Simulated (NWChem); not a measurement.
System: CH$_{3}$ClN$_{2}$Sr

NWChem input:

```
start job
memory heap 200 mb stack 900 mb global 1100 mb
geometry units angstroms noautoz
  Sr    -0.048501     0.442445     0.000000
  Cl    -0.041243     3.085215     0.000000
  C     -0.812663    -2.288112     0.000000
  N     -0.622841    -1.666197    -1.154145
  N     -0.622841    -1.666197     1.154145
  H     -1.139080    -3.349206     0.000000
  H     -0.813351    -2.261063    -1.952530
  H     -0.813351    -2.261063     1.952530
end
basis spherical
  Sr library def2-svp
  Cl library def2-svp
  C library def2-svp
  N library def2-svp
  H library def2-svp
end
ecp
  Sr library def2-ecp
end
dft
  xc bhlyp
  iterations 150
  vectors input atomic output neutral.movecs
end
task dft energy
charge 1
dft
  odft
  mult 2
  vectors input atomic output cation.movecs
end
task dft energy
```

Geometry: optimised at PBE0/def2-SVP. def2 effective core potentials on Sr; no spin-orbit coupling.

Ions are spin-unrestricted doublets at the neutral geometry; other ion states weren't tried.

**Question.** Give the results of this calculation. (BHandHLYP/def2-SVP with def2 effective core potentials on Sr, vertical spin-unrestricted ions.) Quantities: vertical ionisation energy, ΔSCF (eV); −ε(HOMO) (eV).

**Answer.** 
* **vertical ionisation energy, ΔSCF (eV)**: 8.31
* **−ε(HOMO) (eV)**: 7.51
